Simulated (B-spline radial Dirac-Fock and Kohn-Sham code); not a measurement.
## Kohn-Sham estimates against Dirac-Fock for the levels of Si

System: atomic silicon in the configuration 1s2 2s2 2p6 3s2 3p2.

The density-functional columns are spherical, spin-unpolarised Dirac-Kohn-Sham results without Breit or QED terms: −ε is minus the orbital energy of the initial state and ΔSCF the difference of two total energies, and "half-occupied" is minus the orbital energy with half an electron removed (Slater transition state). The reference in the last column comes from relaxed Dirac-Fock hole states (ΔSCF) with Breit and QED corrections and a finite nucleus. All numbers are from a radial atomic solver, in eV; a selection of levels is shown.

| level | LDA ΔSCF | LDA half-occupied | PBE0 −ε | PBE −ε | Dirac-Fock |
| --- | --- | --- | --- | --- | --- |
| K (1s) | 1853.8 | 1853.8 | 1809.3 | 1785.8 | 1848.7 |
| L1 (2s) | 152.3 | 152.2 | 147.4 | 139.5 | 161.4 |
| L2 (2p1/2) | 110.6 | 110.4 | 101.8 | 95.98 | 108.4 |
| L3 (2p3/2) | 109.9 | 109.7 | 101.1 | 95.33 | 107.9 |
| M1 (3s) | 15.24 | 15.18 | 12.27 | 10.81 | 14.01 |
| M2,3 (3p) | 7.82 | 7.76 | 3.91 | 4.08 | 7.10 |

Q: Order the estimates of the K (1s) level by their distance from the Dirac-Fock value, nearest first.
A. PBE0 −ε
B. LDA ΔSCF
C. PBE −ε
D. LDA half-occupied

A: D (5.1 eV), B (5.2 eV), A (39.4 eV), C (62.9 eV).

For the outermost level NIST gives 8.15168 eV (measured); the differences from it are LDA ΔSCF -0.33, LDA half-occupied -0.39, PBE0 −ε -4.24, PBE −ε -4.07, Dirac-Fock -1.05 eV. The computed values are configuration averages and the table refers to the lowest terms.
